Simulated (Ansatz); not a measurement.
`BC[SiH]1CC1`, relaxed with RKS PBE0-D4/def2-TZVP in Ansatz from a PBE-D4/def2-SVP geometry. The force threshold is 0.005 eV/Å; the program also tests the step.

Total charge 0; spin multiplicity 1.

Start:

```xyz
14

B    -1.757   -0.544    0.509
C    -0.555   -1.487    0.755
Si    0.383   -0.485   -0.566
C     0.352    1.425   -0.502
C     1.680    0.793   -0.098
H    -1.985    0.393    1.250
H    -2.483   -0.726   -0.455
H    -0.027   -1.449    1.725
H    -0.615   -2.516    0.350
H     0.415   -1.062   -1.942
H     0.313    1.937   -1.479
H    -0.224    1.947    0.277
H     1.972    0.861    0.964
H     2.533    0.913   -0.788
```

```csv
step,energy (eV),largest force (eV/Å),largest move (Å)
1,-11803.9650,0.559,0.000
2,-11804.0251,0.336,0.026
3,-11804.0357,0.100,0.028
4,-11804.0372,0.155,0.024
5,-11804.0383,0.035,0.006
6,-11804.0386,0.012,0.013
7,-11804.0386,0.015,0.013
8,-11804.0387,0.012,0.012
9,-11804.0388,0.006,0.007
10,-11804.0388,0.006,0.007
11,-11804.0388,0.005,0.005
12,-11804.0388,0.007,0.004
13 (rejected),-11804.0388,0.007,0.004
14,-11804.0388,0.001,0.001
```

End:

```xyz
14

B    -1.764   -0.534    0.555
C    -0.556   -1.469    0.710
Si    0.411   -0.476   -0.571
C     0.339    1.393   -0.541
C     1.669    0.785   -0.084
H    -1.947    0.370    1.317
H    -2.519   -0.681   -0.365
H    -0.024   -1.476    1.660
H    -0.648   -2.471    0.288
H     0.499   -1.091   -1.911
H     0.345    1.904   -1.498
H    -0.240    1.916    0.210
H     1.915    0.894    0.967
H     2.522    0.934   -0.738
```

It took 67 s on 4 threads of a server CPU on a shared host, with 0.62 GiB of host memory at the peak.
